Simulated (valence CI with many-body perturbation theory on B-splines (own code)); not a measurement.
The numbers below are computed, except where a source is named.
Gd XLI: what each term of the Hamiltonian does

Level of theory: configuration interaction combined with many-body perturbation theory (CI+MBPT): six valence electrons over a frozen Dirac-Fock core [Ar], radial functions for each j: 7 s, 7 p, 8 d, 6 f, 4 g, 1 h, with the one-electron correlation potential Σ1, the two-electron term Σ2, the three-electron term Σ3, Breit, model QED; selected CI, second order for the rest, scaled by the run's own slope (own B-spline code, finite nucleus).

No measured spectrum was set against this ion. As an estimate, large intervals hold to a few tenths of a per cent, small ones and those within an open d or f shell to about a per cent. Core correlation moves these levels by up to 9300 cm⁻¹, and in measured spectra 5 to 20 % of such shifts remained as error; rates that hang on mixing are uncertain with them. Among the levels kept, up to 990 cm⁻¹ of a level comes from second order outside the variational space, and about a tenth of that is noise between levels of different J, which matters for small intervals. Only levels of the ground parity were solved; by the run's estimate the other parity begins above the list, which can be wrong where configurations are misplaced.

Each rung adds one term. CI alone is the Dirac-Coulomb CI over the frozen core; QED comes last and gives the full result, which names the levels. Energies are above (3d3/2^4 3d5/2^2) J=4 on the same rung, in cm⁻¹.

Levels are named by their leading jj configuration (3d3/2^4 stands for four electrons in 3d with j = 3/2), which in mixed levels can hold well under half, so a name can repeat and another be missing. Letters in brackets count levels of one name in rising energy.

```tsv
Level	CI alone	Σ1	Σ2	Σ3	Breit	QED	Full
(3d3/2^4 3d5/2^2) J=2	49567	+38	-3371	-1102	+3515	+3	48649
(3d3/2^4 3d5/2^2) J=0	146726	+304	-3868	-147	+5455	+129	148600
(3d3/2^3 3d5/2^3) J=3 [a]	227618	+1410	+2984	+1357	-4828	+785	229325
(3d3/2^3 3d5/2^3) J=4 [a]	249841	+1307	+3336	+591	-6073	+710	249712
(3d3/2^3 3d5/2^3) J=1 [a]	257515	+1438	+1583	+657	-2054	+788	259927
(3d3/2^3 3d5/2^3) J=5	307211	+1385	+3256	-97	-11195	+738	301298
(3d3/2^3 3d5/2^3) J=6	310607	+1397	+5446	-1336	-15228	+745	301632
(3d3/2^3 3d5/2^3) J=2 [a]	347441	+1432	-1701	-1235	-4740	+748	341945
(3d3/2^3 3d5/2^3) J=3 [b]	354864	+1468	-689	+476	-6901	+769	349987
(3d3/2^3 3d5/2^3) J=0	429135	+1379	-7507	+1501	-3294	+686	421901
(3d3/2^3 3d5/2^3) J=2 [b]	433033	+1731	-2433	+1289	-5044	+896	429471
(3d3/2^3 3d5/2^3) J=4 [b]	440375	+1619	-455	-501	-8310	+826	433555
(3d3/2^3 3d5/2^3) J=1 [b]	440121	+1588	-4837	+1794	-1409	+809	438067
(3d3/2^3 3d5/2^3) J=3 [c]	466087	+1510	-4707	+497	-4400	+751	459738
(3d3/2^2 3d5/2^4) J=2 [a]	507382	+2679	+3643	+51	-8959	+1468	506265
(3d3/2^2 3d5/2^4) J=0 [a]	525878	+2718	+3063	+2248	-7154	+1485	528239
(3d3/2^2 3d5/2^4) J=4 [a]	553282	+2778	+5516	-471	-14147	+1507	548466
(3d3/2^2 3d5/2^4) J=3 [a]	578468	+2730	+1706	+1230	-11284	+1470	574320
(3d3/2^2 3d5/2^4) J=5	582980	+2834	+6230	-334	-18450	+1528	574788
(3d3/2^2 3d5/2^4) J=6	611962	+2844	+7953	-1530	-22946	+1522	599805
(3d3/2^2 3d5/2^4) J=3 [b]	620894	+2889	+2322	+684	-13459	+1544	614874
(3d3/2^2 3d5/2^4) J=1	649950	+2749	-2694	+1333	-9255	+1453	643536
(3d3/2^2 3d5/2^4) J=4 [b]	666088	+2810	+622	+844	-16602	+1482	655243
(3d3/2^2 3d5/2^4) J=2 [b]	671016	+2837	-1913	-901	-12580	+1497	659955
(3d3/2^2 3d5/2^4) J=2 [c]	739933	+2918	-1773	+63	-9825	+1517	732833
(3d3/2^2 3d5/2^4) J=4 [c]	767341	+3023	-562	+429	-13816	+1578	757994
(3d3/2 3d5/2^5) J=1	821497	+4187	+5753	-951	-14509	+2279	818256
(3d3/2^2 3d5/2^4) J=2 [d]	897765	+2961	-8884	+2087	-9072	+1487	886344
(3d3/2 3d5/2^5) J=4	919193	+4181	+5128	-1154	-21430	+2236	908155
(3d3/2 3d5/2^5) J=2	956712	+4246	+537	-616	-17665	+2262	945478
(3d3/2 3d5/2^5) J=3	967064	+4284	+2014	+316	-18425	+2281	957533
```

The middle columns are the shifts that each term adds.

Question: How does the ionisation energy move along the ladder, and which term matters most?

Answer: CI alone 3036.1, + Σ1 3038.3, + Σ2 3050.9, + Σ3 3051.2, + Breit 3050.1, + QED 3050.2 eV. The largest step is Σ2, 12.5 eV. NIST lists 3050 ± 4 eV (theoretical).
